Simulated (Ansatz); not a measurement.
`[NH]=[W](=[NH])([F])[F]`, charge 0, multiplicity 1.

(1) Give a relaxed structure at PBE0-D4/def2-TZVP (Ansatz 0.2.0). (An estimate is asked.)

Results:

(1) Computed: 
```xyz
7

N    -0.771   -0.620    1.128
W     0.315   -0.371   -0.207
N     0.216    1.274   -0.762
F     2.055   -0.669    0.403
F    -0.227   -1.484   -1.606
H    -1.465   -0.354    1.808
H    -0.122    2.224   -0.763
```
Point group C2v.
